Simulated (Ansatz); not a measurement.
Compare A (`FCC([SiH3])Br`) with its isomer B (`C[Si](C)(F)Br`).

Isolated molecules relaxed with PBE0-D4/def2-TZVP in Ansatz; ΔE leaves out vibrations. CCSD(T)/CBS adds triple-zeta CCSD(T) − MP2 to the extrapolated MP2 energy (def2 sets, frozen cores). Functionals use def2-TZVPP. B3LYP here is the variant with VWN-RPA as its local correlation; programs differ in this. For Br outer-core shells are correlated without core-valence functions, which leaves a few kJ/mol of doubt a bond. Scalar relativity is left out up to krypton. One conformer a species, not always the lowest.

Problem. Which isomer does CCSD(T)/CBS put lower? Give the gap. (An estimate is asked.)

Solution. Ansatz gave: B, by 106.3 kcal/mol.

Problem. Give E(B) − E(A) in kcal/mol with PBE0-D4, ωB97M-V, B3LYP-D4, HF/def2-TZVPP, PBE-D4, MP2/def2-TZVPP, B2PLYP. (Estimate.)

Solution. Ansatz gave: PBE0-D4 -104.8, ωB97M-V -106.2, B3LYP-D4 -104.3, HF/def2-TZVPP -106.2, PBE-D4 -102.0, MP2/def2-TZVPP -107.7, B2PLYP -105.6. None reverses the order clearly.

Largest T1 diagnostic: 0.010.

From PBE to PBE0 (25 % exact exchange), in def2-TZVPP and without D4, E(B) − E(A) moves by −2.8 kcal/mol.
